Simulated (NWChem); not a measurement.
Molecule: CHF, singlet; SMILES [CH]F

```xyz
3

C      0.1525     0.7122     0.0000
F     -0.0043    -0.5790     0.0000
H     -0.9110     1.0833     0.0000
```
Atoms are numbered in this order, from 1.

Low-valent species are run as closed-shell singlets; no triplet was tried in these runs. Coordinates come from a PBE0-D3(BJ)/def2-TZVP optimisation. B3LYP is NWChem's, with the RPA form of VWN correlation.

 Unshifted, non-relativistic core excitations; the lowest 4 roots alone, so stronger bands may lie above.

### Question
List the first F K-edge excitations from B3LYP/6-311G** (spherical d), restricted-window TDA (NWChem).

### Answer
```
state  energy (eV)  dipole oscillator strength           leading excitation (squared amplitude)
-----  -----------  --------------------------  -----------------------------------------------
S1           668.0                      0.0188    1s of atom 2 or its equivalents → LUMO (1.00)
S2           673.7                      0.0005  1s of atom 2 or its equivalents → LUMO+1 (1.00)
S3           674.9                      0.0197  1s of atom 2 or its equivalents → LUMO+2 (0.99)
S4           681.1                      0.0043  1s of atom 2 or its equivalents → LUMO+3 (1.00)
```
